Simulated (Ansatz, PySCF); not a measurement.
silanone (H2OSi), SMILES [SiH2]=O. Atoms are numbered in the order given.

```xyz
4

Si     0.0000     0.0000     0.4352
O      0.0000     0.0000    -1.0798
H      0.0000    -1.2263     1.2666
H      0.0000     1.2263     1.2665
```
Charge 0, spin multiplicity 1.

The structure is a stationary point at ωB97X-D3(BJ)/def2-TZVP.

Two levels are set side by side: PBE-D3(BJ)/def2-TZVP (Ansatz, a program for electronic structure) and ωB97X-D3(BJ)/def2-TZVP (PySCF). Each level has its own optimised geometry; the coordinates shown are those of the second. Frequencies come from the Hessian of PySCF at each geometry. Differences are taken from unrounded values.

```tsv
quantity	ωB97X-D3(BJ)
mean bond length (Å)	1.493
bond Si1–O2 (Å)	1.515
bond Si1–H3 (Å)	1.482
bond Si1–H4 (Å)	1.482
highest harmonic wavenumber (cm⁻¹)	2267
mean harmonic wavenumber (cm⁻¹)	1371
zero-point energy (kcal/mol)	11.76
```

Task: What does PBE-D3(BJ) give, and how far is it from ωB97X-D3(BJ)? (Estimate from the structure and the level; the computed values follow.)

Result: 
| quantity | PBE-D3(BJ) | PBE-D3(BJ) minus ωB97X-D3(BJ) |
|---|---|---|
| mean bond length (Å) | 1.510 | 0.018 |
| bond Si1–O2 (Å) | 1.535 | 0.020 |
| bond Si1–H3 (Å) | 1.498 | 0.016 |
| bond Si1–H4 (Å) | 1.498 | 0.016 |
| highest harmonic wavenumber (cm⁻¹) | 2159 | -107 |
| mean harmonic wavenumber (cm⁻¹) | 1293 | -79 |
| zero-point energy (kcal/mol) | 11.09 | -0.68 |

Exact exchange shortens and stiffens bonds; PBE has none. Differences between two approximate levels are no errors against the true value.
